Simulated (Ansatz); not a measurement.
```yaml
crystal:
  periodic: [false, false, false]
  atoms:
    - {symbol: N, position_ang: [-0.551159, 1.273424, 0.049435]}
    - {symbol: Sn, position_ang: [0.075348, -0.108559, 0.172335]}
    - {symbol: O, position_ang: [1.328095, -0.636386, -1.311207]}
    - {symbol: F, position_ang: [-0.748395, -1.988715, 0.453770]}
    - {symbol: H, position_ang: [-0.998805, 1.476761, 1.086706]}
    - {symbol: H, position_ang: [-1.323161, 1.334138, -0.850375]}
    - {symbol: H, position_ang: [1.467614, -0.381043, 1.938395]}
    - {symbol: H, position_ang: [1.464889, -1.452567, -1.459553]}
basis:
  gaussian: {orbitals: def2-TZVPD}
hamiltonian: {xc: {name: r2SCAN50}, dispersion: d3bj}
relax: {f_tol: 0.0001, max_steps: 2}
```

```sh
$ ansatz run in.yaml --threads 2 --pin off --events-out ev --progress --plain --max-ram 4352MiB
```

Output, abridged:

```
Warning: the engine holds no damping parameters fitted to this dispersion correction and functional, so the run takes those fitted to r2scan50 beside the three-body term, which d3bj leaves out (hamiltonian.dispersion, under Limitations)
Functional definition: r2SCAN50
1365 factors; their error is unknown
mean field evaluation 1: about -12132.0697 eV, gradient 7.7e1 eV
mean field evaluation 2: about -12126.3267 eV, gradient 9.6e1 eV
mean field evaluation 4: about -12141.9388 eV, gradient 4.3e0 eV
mean field evaluation 8: about -12141.9714 eV, gradient 3.1e-2 eV
mean field evaluation 16: about -12142.1473 eV, gradient 3.7e-4 eV
mean field -12142.14726802 eV, -446.2156818568 hartree, gradient 7.3e-6 eV, S^2 0.000000; 0 other end points of the search recorded, 0 dependent functions left out
reference -12142.14728246 eV, -446.2156823874 hartree; 25, 25 occupied and 184, 184 virtual orbitals, 1365 factors
relax step   1: F+E_penalty+E_count = -12142.19762121 eV  Δ(F+E_penalty+E_count) = +0.000e0 eV  max|allowed force component| = 3.336e1 eV/Å  Δτ_max = 0.0000 Å  (33 SCF iters, accepted)
1365 factors; their error is unknown
mean field -12149.00256413 eV, -446.4676093420 hartree, gradient 2.6e-5 eV, S^2 0.000000; 0 other end points of the search recorded, 0 dependent functions left out
reference -12149.00257787 eV, -446.4676098471 hartree; 25, 25 occupied and 184, 184 virtual orbitals, 1365 factors
relax step   2: F+E_penalty+E_count = -12149.05070110 eV  Δ(F+E_penalty+E_count) = -6.853e0 eV  max|allowed force component| = 7.767e0 eV/Å  Δτ_max = 0.1945 Å  (38 SCF iters, accepted)
Error: geometry relaxation did not converge after 2 steps: max|allowed force component| = 7.77e0 eV/Å (threshold 1.0e-4). Raise `relax.max_steps` over both its present limit and 2, loosen `relax.f_tol`, or start from a geometry closer to equilibrium. Where this run's directory can be resumed (`checkpoint.write`), a resume goes on for up to `relax.max_steps` more
```

In this input the relaxation is allowed too few steps for its threshold. The calculation stopped without meeting its thresholds.
